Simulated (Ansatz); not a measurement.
An input meant for the cluster Ba5⁺ (charge 1, doublet; atoms displaced at random, 0.08 Å in each coordinate).

```yaml
crystal:
  periodic: [false, false, false]
  atoms:
    - {symbol: Ba, position_ang: [1.210690, 2.030069, -1.106470]}
    - {symbol: Ba, position_ang: [-0.204634, 1.671152, 2.963962]}
    - {symbol: Ba, position_ang: [-2.456341, -0.236371, -0.030697]}
    - {symbol: Ba, position_ang: [1.582601, -1.833992, 0.989033]}
    - {symbol: Ba, position_ang: [0.170650, -1.763253, -3.144978]}
basis:
  gaussian: {orbitals: def2-TZVPD, fitting: {mean_field: cc-pVTZ-jkfit}}
total_charge: 1
magnetization: {spin_polarized: true, initial_magnetization: 1}
hamiltonian: {xc: {name: HF}}
correlation: {active_space: {window: {electrons: 2, orbitals: 1}}}
scf: {omitted_lower_state_checks: [starts]}
```

```sh
$ ansatz run in.yaml --threads 4 --pin off --events-out ev --progress --plain --max-ram 4787MiB
```

Q: Predict how Ansatz answers.

A: The program refused the input.
```
Error: invalid value for `correlation.active_space`: it starts from restricted Hartree–Fock orbitals; set hamiltonian.xc: hf without magnetization.spin_polarized
```
